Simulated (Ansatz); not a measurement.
Program: Ansatz. Geometries: PBE0-D4/def2-TZVP. ΔE: electronic, gas phase. CCSD(T)/CBS is the MP2 limit (def2-TZVPP, def2-QZVPP) plus CCSD(T) − MP2 in def2-TZVPP, frozen cores. This one scheme is used for every species. DFT in def2-TZVPP. Each species was taken in one conformer, which may not be the lowest.

Consider the ligand exchange at the Si–C bond: `C[SiH2][CH2][AlH][SH]` + `OCO` → `C[SiH2]OCO` + `[CH3][AlH][SH]`.

CCSD(T)/CBS gives -0.80 eV.

Task: Another level gave -0.81 eV. Which?
A. CCSD(T)/def2-TZVPP
B. HF/def2-TZVPP
C. PBE/def2-TZVPP
D. B2PLYP/def2-TZVPP

Result: A. CCSD(T)/def2-TZVPP -0.81, PBE -0.75, HF/def2-TZVPP -1.05, B2PLYP -0.90 eV.

Largest T1 diagnostic among the species: 0.011.

The D4 term adds +0.08 eV with B3LYP and +0.05 eV with PBE0; it sums over pairs of atoms, weighted by their polarisabilities, and B3LYP, whose exchange is more repulsive, gets the larger term. In def2-TZVPP, CCSD(T) changes the Hartree–Fock value by +0.23 eV (the triples alone add +0.03 eV) and MP2 by +0.23 eV.

B3LYP here is the variant with VWN-RPA as its local correlation; programs differ in this.
